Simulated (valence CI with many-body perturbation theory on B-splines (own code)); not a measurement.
# E1 line list for Te37+

Calculated by configuration interaction combined with many-body perturbation theory (CI+MBPT): five valence electrons over a frozen Dirac-Fock core [Ne], a basis of 11 s, 11 p, 10 d, 8 f, 5 g, 2 h functions for each j, with the one-electron correlation potential Σ1 (screened to all orders), the two-electron term Σ2, the three-electron term Σ3, Breit, model QED; selected single and double excitations, second order for the rest, scaled by the run's own slope (own B-spline code, finite nucleus).

The last digits are not significant, and no measured levels were compared; by estimate large intervals hold to a few tenths of a per cent, small ones and those within an open d or f shell to about a per cent. Among the levels kept, up to 4700 cm⁻¹ of a level comes from second order outside the variational space, and about a tenth of that is noise between levels of different J, which matters for small intervals.

Lines 101 to 150 of 570 in falling wavelength, among levels below 36.557 Ry, chosen from the strongest by gf and those to the six lowest levels. Wavelengths and rates use the calculated energies. Electric multipoles are in the length gauge, E1 and E2 with the static RPA response of the core. Weak lines are less certain than strong ones. Lines between different terms over intervals too small for the method are left out, as are lines whose strength nearly cancels. Where a level lies close to another of its J and parity, the split of strength between their lines is uncertain. The highest levels of a list are the least certain.

Levels are named by their leading jj configuration (3d3/2^4 stands for four electrons in 3d with j = 3/2), which in mixed levels can hold well under half, so a name can repeat and another be missing. Letters in brackets count levels of one name in rising energy.

| λ vac (Å) | Upper | Lower | A (s⁻¹) | S (a.u.) |
| --- | --- | --- | --- | --- |
| 72.68 | (3s 3p3/2^3 3d3/2) J=5/2 | (3s^2 3p3/2^2 3d5/2) J=5/2 [b] | 5.77e+10 | 6.56e-02 |
| 72.68 | (3s^2 3p1/2 3d3/2 3d5/2) J=3/2 | (3s^2 3p1/2 3p3/2 3d5/2) J=1/2 [a] | 5.52e+10 | 4.18e-02 |
| 72.65 | (3s 3p1/2^2 3p3/2 3d5/2) J=5/2 [a] | (3s 3p1/2^2 3p3/2^2) J=5/2 | 4.03e+10 | 4.58e-02 |
| 72.64 | (3s 3p1/2 3p3/2^2 3d5/2) J=3/2 [e] | (3s 3p1/2 3p3/2^3) J=3/2 [b] | 6.60e+10 | 5.00e-02 |
| 72.56 | (3s 3p1/2^2 3d3/2 3d5/2) J=5/2 [a] | (3s 3p1/2^2 3p3/2 3d3/2) J=3/2 [a] | 2.90e+10 | 3.28e-02 |
| 72.52 | (3s 3p1/2^2 3p3/2 3d5/2) J=7/2 [b] | (3s^2 3p1/2^2 3d5/2) J=5/2 | 9.85e+10 | 1.48e-01 |
| 72.52 | (3s 3p1/2 3p3/2^2 3d5/2) J=5/2 [e] | (3s^2 3p1/2 3p3/2 3d5/2) J=3/2 [b] | 9.48e+10 | 1.07e-01 |
| 72.10 | (3s^2 3p1/2^2 3d5/2) J=5/2 | (3s^2 3p1/2^2 3p3/2) J=3/2 | 6.83e+10 | 7.58e-02 |
| 72.02 | (3s 3p1/2^2 3d5/2^2) J=7/2 | (3s 3p1/2^2 3p3/2 3d5/2) J=5/2 [a] | 2.13e+10 | 3.14e-02 |
| 71.89 | (3s 3p1/2 3p3/2^2 3d3/2) J=3/2 [f] | (3s^2 3p1/2 3p3/2 3d3/2) J=1/2 [b] | 3.79e+10 | 2.78e-02 |
| 71.75 | (3s^2 3p1/2 3p3/2 3d5/2) J=3/2 [b] | (3s^2 3p1/2 3p3/2^2) J=1/2 | 4.57e+10 | 3.33e-02 |
| 71.73 | (3s 3p1/2 3p3/2^2 3d5/2) J=7/2 [d] | (3s^2 3p1/2 3p3/2 3d5/2) J=5/2 [b] | 8.49e+10 | 1.24e-01 |
| 71.72 | (3s^2 3p1/2 3p3/2 3d3/2) J=1/2 [b] | (3s^2 3p1/2 3p3/2^2) J=3/2 | 6.75e+09 | 2.46e-03 |
| 71.63 | (3s 3p1/2 3p3/2^2 3d3/2) J=5/2 [e] | (3s^2 3p1/2 3p3/2 3d3/2) J=3/2 [b] | 3.65e+10 | 3.97e-02 |
| 71.59 | (3s 3p1/2 3p3/2^2 3d5/2) J=7/2 [f] | (3s^2 3p1/2 3p3/2 3d5/2) J=5/2 [c] | 1.66e+11 | 2.41e-01 |
| 71.51 | (3s 3p1/2 3p3/2^2 3d5/2) J=9/2 [c] | (3s^2 3p1/2 3p3/2 3d5/2) J=7/2 [b] | 1.31e+11 | 2.37e-01 |
| 71.49 | (3s 3p1/2 3p3/2^2 3d3/2) J=7/2 [b] | (3s^2 3p1/2 3p3/2 3d3/2) J=7/2 | 1.22e+10 | 1.75e-02 |
| 71.46 | (3s 3p1/2^2 3p3/2 3d5/2) J=3/2 [b] | (3s 3p1/2^2 3p3/2^2) J=1/2 | 3.75e+10 | 2.71e-02 |
| 71.41 | (3s^2 3p3/2 3d3/2 3d5/2) J=7/2 [c] | (3s^2 3p3/2^2 3d3/2) J=7/2 | 4.50e+10 | 6.48e-02 |
| 71.35 | (3s 3p1/2^2 3p3/2 3d5/2) J=3/2 [a] | (3s 3p1/2^2 3p3/2^2) J=5/2 | 2.22e+10 | 1.59e-02 |
| 71.28 | (3s 3p1/2^2 3d3/2 3d5/2) J=3/2 [a] | (3s 3p1/2^2 3p3/2 3d3/2) J=1/2 [a] | 3.43e+10 | 2.45e-02 |
| 71.27 | (3s 3p1/2 3p3/2^2 3d5/2) J=7/2 [d] | (3s^2 3p1/2 3p3/2 3d5/2) J=7/2 [b] | 1.27e+10 | 1.81e-02 |
| 71.26 | (3s^2 3p1/2 3p3/2 3d3/2) J=3/2 [b] | (3s^2 3p1/2 3p3/2^2) J=3/2 | 2.84e+09 | 2.03e-03 |
| 71.23 | (3s^2 3p1/2 3d3/2 3d5/2) J=5/2 | (3s^2 3p1/2 3p3/2 3d3/2) J=3/2 [a] | 4.07e+10 | 4.35e-02 |
| 71.19 | (3s^2 3p1/2 3d5/2^2) J=1/2 | (3s 3p1/2 3p3/2^3) J=3/2 [b] | 4.02e+10 | 1.43e-02 |
| 71.18 | (3s 3p3/2^3 3d3/2) J=5/2 | (3s^2 3p3/2^2 3d5/2) J=3/2 | 6.66e+10 | 7.11e-02 |
| 71.14 | (3s^2 3p1/2 3p3/2 3d5/2) J=7/2 [b] | (3s^2 3p1/2 3p3/2^2) J=5/2 | 9.18e+10 | 1.30e-01 |
| 71.10 | (3s^2 3p3/2 3d5/2^2) J=11/2 | (3s^2 3p3/2^2 3d5/2) J=9/2 | 7.59e+10 | 1.62e-01 |
| 71.09 | (3s^2 3p3/2 3d5/2^2) J=5/2 [c] | (3s^2 3p3/2^2 3d5/2) J=5/2 [b] | 3.46e+10 | 3.68e-02 |
| 71.07 | (3s 3p1/2 3p3/2^2 3d5/2) J=7/2 [c] | (3s^2 3p1/2 3p3/2 3d3/2) J=5/2 [b] | 3.88e+10 | 5.50e-02 |
| 71.06 | (3s^2 3p3/2 3d5/2^2) J=5/2 [b] | (3s^2 3p3/2^2 3d3/2) J=3/2 [b] | 3.62e+10 | 3.84e-02 |
| 71.04 | (3s^2 3p1/2 3d3/2 3d5/2) J=5/2 | (3s^2 3p1/2 3p3/2 3d3/2) J=5/2 [a] | 3.20e+10 | 3.39e-02 |
| 71.02 | (3s 3p3/2^3 3d5/2) J=7/2 [b] | (3s^2 3p3/2^2 3d5/2) J=5/2 [a] | 9.43e+09 | 1.33e-02 |
| 71.00 | (3s 3p1/2 3p3/2^2 3d3/2) J=5/2 [f] | (3s^2 3p1/2 3p3/2 3d5/2) J=5/2 [b] | 8.23e+10 | 8.72e-02 |
| 70.82 | (3s^2 3p3/2 3d3/2 3d5/2) J=5/2 [c] | (3s^2 3p3/2^2 3d3/2) J=7/2 | 2.90e+10 | 3.05e-02 |
| 70.82 | (3s 3p1/2 3p3/2^2 3d3/2) J=3/2 [b] | (3s^2 3p1/2 3p3/2 3d3/2) J=3/2 [a] | 3.94e+10 | 2.76e-02 |
| 70.76 | (3s 3p1/2 3p3/2^2 3d3/2) J=1/2 [b] | (3s^2 3p1/2 3p3/2 3d3/2) J=3/2 [b] | 7.37e+10 | 2.58e-02 |
| 70.72 | (3s 3p1/2 3p3/2^2 3d5/2) J=3/2 [f] | (3s^2 3p1/2 3p3/2 3d5/2) J=1/2 [b] | 2.50e+11 | 1.74e-01 |
| 70.71 | (3s^2 3p1/2 3d3/2 3d5/2) J=7/2 | (3s^2 3p1/2 3p3/2 3d3/2) J=5/2 [a] | 7.70e+10 | 1.08e-01 |
| 70.70 | (3s 3p1/2^2 3d3/2 3d5/2) J=9/2 | (3s 3p1/2^2 3p3/2 3d3/2) J=7/2 | 6.81e+10 | 1.19e-01 |
| 70.70 | (3s 3p1/2 3p3/2^2 3d3/2) J=5/2 [a] | (3s 3p1/2^2 3p3/2^2) J=3/2 | 1.87e+10 | 1.95e-02 |
| 70.69 | (3s^2 3p1/2 3p3/2 3d5/2) J=5/2 [b] | (3s^2 3p1/2 3p3/2^2) J=5/2 | 1.67e+10 | 1.74e-02 |
| 70.60 | (3s 3p1/2 3p3/2^2 3d5/2) J=5/2 [g] | (3s 3p1/2 3p3/2^3) J=3/2 [b] | 1.75e+11 | 1.82e-01 |
| 70.43 | (3s 3p1/2 3p3/2^2 3d3/2) J=3/2 [f] | (3s^2 3p1/2 3p3/2 3d3/2) J=5/2 [b] | 2.78e+10 | 1.92e-02 |
| 70.19 | (3s 3p1/2 3p3/2^2 3d5/2) J=5/2 [f] | (3s^2 3p1/2 3p3/2 3d5/2) J=5/2 [c] | 2.13e+11 | 2.18e-01 |
| 70.18 | (3s^2 3p3/2 3d5/2^2) J=1/2 | (3s^2 3p3/2^2 3d3/2) J=1/2 | 7.70e+10 | 2.63e-02 |
| 70.07 | (3s 3p1/2 3p3/2^2 3d5/2) J=5/2 [d] | (3s 3p1/2 3p3/2^3) J=3/2 [a] | 8.98e+10 | 9.15e-02 |
| 70.02 | (3s 3p1/2^2 3d3/2 3d5/2) J=3/2 [b] | (3s 3p1/2^2 3p3/2 3d3/2) J=3/2 [a] | 2.61e+10 | 1.77e-02 |
| 70.01 | (3p1/2^2 3p3/2^2 3d3/2) J=3/2 | (3s 3p1/2^2 3p3/2 3d3/2) J=3/2 [b] | 4.96e+10 | 3.36e-02 |
| 70.00 | (3s^2 3p3/2 3d3/2 3d5/2) J=7/2 [c] | (3s^2 3p3/2^2 3d3/2) J=5/2 | 6.29e+10 | 8.52e-02 |
